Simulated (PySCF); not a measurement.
PySCF job for Ga2H4, SMILES [GaH2][GaH2-], charge -1, multiplicity 2, C-PCM-PBE0/def2-SVPD. Geometry: TPSSh-D3(BJ)/def2-SVPD.

```python
import numpy as np
from pyscf import gto, scf, dft
from pyscf.solvent import pcm

mol = gto.M(
    atom='''
    Ga    0.00000000    0.00000000   -1.18743990
    Ga   -0.00000000   -0.00000000    1.18743990
    H    -0.00000000    1.31965569   -2.10235131
    H    -0.00000000   -1.31965570   -2.10235129
    H     0.00000000    1.31965570    2.10235129
    H     0.00000000   -1.31965569    2.10235131
    ''',
    basis='def2-SVPD',
    charge=-1,
    spin=1,
    max_memory=1600,
    verbose=3,
)
mf = dft.UKS(mol, xc='pbe0').density_fit(auxbasis='def2-universal-jkfit')
mf.grids.level = 3
mf.conv_tol = 1e-9
mf.max_cycle = 100
mf.kernel()
fine, coarse = mf.grids, dft.Grids(mol).set(level=1).build(with_non0tab=True)
for _ in range(3):  # follow internal instabilities
    mf.grids = coarse
    mo, _, stable, _ = mf.stability(return_status=True, nroots=4)
    mf.grids = fine
    if stable:
        break
    mf.kernel(mf.make_rdm1(mo, mf.mo_occ))
res = {}
for name, eps in {'water': 78.355, 'acetonitrile': 35.688, 'chlorobenzene': 5.6968}.items():
    s = mf.PCM()
    s.with_solvent.method, s.with_solvent.eps, s.with_solvent.lebedev_order = 'C-PCM', eps, 29
    s.kernel(mf.make_rdm1())
    res[name] = (s.e_tot, eps, s.dip_moment(), s.mo_energy, s.converged)
    print(f'{name}: electrostatic solvation free energy {(s.e_tot - mf.e_tot) * 627.509474:.3f} kcal/mol')
```

Program output:

```

WARN: HOMO -0.130249561125981 >= LUMO -0.130249561125982

converged SCF energy = -3851.11538700705  <S^2> = 0.75360246  2S+1 = 2.0035992
<class 'pyscf.df.df_jk.DFUKS'> wavefunction is stable in the internal stability analysis

WARN: PCM is an experimental feature. It is still in testing.
Features and APIs may be changed in the future.

converged SCF energy = -3851.19114933179  <S^2> = 0.75351257  2S+1 = 2.0035095

WARN: System has nonzero charge -1; the dipole moment is origin-dependent.
Location of origin: [0. 0. 0.]

Dipole moment(X, Y, Z, Debye):  0.00000,  0.00000,  0.00000
water: electrostatic solvation free energy -47.542 kcal/mol

WARN: PCM is an experimental feature. It is still in testing.
Features and APIs may be changed in the future.

converged SCF energy = -3851.18996255707  <S^2> = 0.75351372  2S+1 = 2.0035106

WARN: System has nonzero charge -1; the dipole moment is origin-dependent.
Location of origin: [0. 0. 0.]

Dipole moment(X, Y, Z, Debye): -0.00000, -0.00000,  0.00000
acetonitrile: electrostatic solvation free energy -46.797 kcal/mol

WARN: PCM is an experimental feature. It is still in testing.
Features and APIs may be changed in the future.

converged SCF energy = -3851.17851364755  <S^2> = 0.75352525  2S+1 = 2.0035221

WARN: System has nonzero charge -1; the dipole moment is origin-dependent.
Location of origin: [0. 0. 0.]

Dipole moment(X, Y, Z, Debye): -0.00000, -0.00000,  0.00000
chlorobenzene: electrostatic solvation free energy -39.613 kcal/mol
```

The calculation finished and met its thresholds.

Cost: around 110 core-seconds (rough).
